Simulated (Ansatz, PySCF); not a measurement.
Gas-phase reaction in SMILES: [CH]1CC2=C1CC2 -> [CH2]C1=CC=CC1
Structures are relaxed separately at B3LYP-D3(BJ)/def2-TZVP in Ansatz (a first-principles code), one conformer each, not searched for the lowest. Frequencies are from Ansatz or PySCF. Markedly spin-contaminated UHF reference, which strains HF, MP2 and, less, CCSD(T): [CH]1CC2=C1CC2, [CH2]C1=CC=CC1.

Quantity: isomerisation energy (enthalpy at 298 K, with B3LYP-D3(BJ) rigid-rotor harmonic-oscillator terms), in kJ/mol. Cores are frozen in the correlated levels unless marked. UHF or UKS for open shells. Spin-orbit coupling is left out. Non-relativistic. CBS(X,Y): correlation extrapolated as X^-3; Hartree-Fock from the larger set.

```tsv
level	program	isomerisation energy (kJ/mol)
SVWN5/def2-TZVPD	Ansatz	-308.2
PBE-D3(BJ)/def2-TZVPD	Ansatz + dftd3	-313.2
revPBE-D3(BJ)/def2-TZVPD	Ansatz + dftd3	(withheld)
r2SCAN/def2-TZVPD	Ansatz	(withheld)
B3LYP-D4/def2-TZVPD	Ansatz + dftd4	-341.1
HSE06-D4/def2-TZVPD	Ansatz + dftd4	-316.7
HSE06/def2-TZVPD	Ansatz	-314.6
B2GP-PLYP/def2-TZVPD	Ansatz	-329.4
PBE-QIDH/def2-TZVPD	Ansatz	-314.8
SCS-MP2/6-31G	Ansatz	-351.8
SCS-MP2/6-31G*	Ansatz	-296.2
SCS-MP2/cc-pVDZ	Ansatz	-297.1
CCSD/cc-pVTZ	Ansatz	-323.6
CCSD(T) with core electrons/cc-pwCVTZ	Ansatz	(withheld)
CCSD(T)/CBS(cc-pVTZ,cc-pVQZ)	Ansatz	(withheld)
```

Question: Complete the blanks.

Answer: 
- revPBE-D3(BJ)/def2-TZVPD, isomerisation energy (kJ/mol): -317.0
- r2SCAN/def2-TZVPD, isomerisation energy (kJ/mol): -331.5
- CCSD(T) with core electrons/cc-pwCVTZ, isomerisation energy (kJ/mol): -322.1
- CCSD(T)/CBS(cc-pVTZ,cc-pVQZ), isomerisation energy (kJ/mol): -319.5
